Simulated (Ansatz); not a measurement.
Wavefunction ladder for BFGaH6NSi (`[NH2][Ga]([SiH3])[BH]F`)

Z-matrix (Å, degrees):
```
Si
Ga 1 2.414
H 1 1.491 2 111.2
H 1 1.491 2 111.2 3 -119.0
H 1 1.491 2 112.2 3 120.5
B 2 2.115 1 128.2 3 61.7
N 2 1.822 1 113.3 3 -120.4
F 6 1.325 2 120.1 1 -86.2
H 6 1.207 2 124.9 1 91.6
H 7 1.006 2 125.0 1 179.4
H 7 1.006 2 123.3 1 1.5
```

Total charge 0; spin multiplicity 1. Correlated methods include outer-core shells of Ga, which these sets cover unevenly. Scalar relativity is left out up to krypton. Geometry: relaxed with PBE0-D4/def2-TZVP. It is one conformer, not always the lowest. Frozen core, restricted reference, Ansatz.

```
     basis      HF (Eh)  MP2 corr.  CCSD corr.  (T)  CCSD(T) total
  def2-SVP  -2393.81434   -0.75142    -0.79194    ?              ?
def2-TZVPP  -2394.38932          ?    -0.95367    ?              ?
def2-QZVPP            ?   -1.21906           –    –              –
```

Problem. Fill in the withheld values. (Best estimate.)

Solution. The calculation gave: def2-SVP (T): -0.02189; def2-SVP CCSD(T) total: -2394.62817; def2-TZVPP MP2 corr.: -0.91571; def2-TZVPP (T): -0.03513; def2-TZVPP CCSD(T) total: -2395.37812; def2-QZVPP HF (Eh): -2394.44682.
